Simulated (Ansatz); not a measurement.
```xyz
17

C     0.0010   -0.0253    0.0431
C     0.8453    0.8902    0.9151
C     0.8940   -0.9083   -0.9265
C    -0.8975    0.8371   -0.8730
C    -0.8736   -0.8530    0.8461
H     0.3215    1.5526    1.5348
H     1.5377    0.2280    1.5496
H     1.4850    1.5416    0.2670
H     0.2391   -1.5610   -1.5125
H     1.5217   -0.2358   -1.5620
H     1.4860   -1.5205   -0.2831
H    -1.4876    0.2568   -1.5398
H    -1.5706    1.5654   -0.2862
H    -0.2957    1.5783   -1.5426
H    -1.5488   -1.5642    0.3117
H    -0.2656   -1.5272    1.4850
H    -1.5459   -0.2995    1.5756
```

Basis set: 6-31G (spherical functions). Frozen core: 5 orbitals. Charge 0, multiplicity 1.

Computed with Ansatz (development build ahead of 0.2.0); each method stands on the lowest determinant of its kind that the runs found. Restricted open shells among the atoms or ions are ROHF, correlated in semicanonical orbitals with singles.

**Question.** Give the atomization energy at this shape (free ground-state atoms in the same class of orbitals less the molecule, no zero-point energy) of singlet C₅H₁₂ by RHF-MP2, RHF.

**Answer.**

```
 method  atomization energy
RHF-MP2       5815.1 kJ/mol
    RHF       4893.1 kJ/mol
```

This basis has no polarisation functions and is too small for such energies, which can lie far from measured ones in either direction.
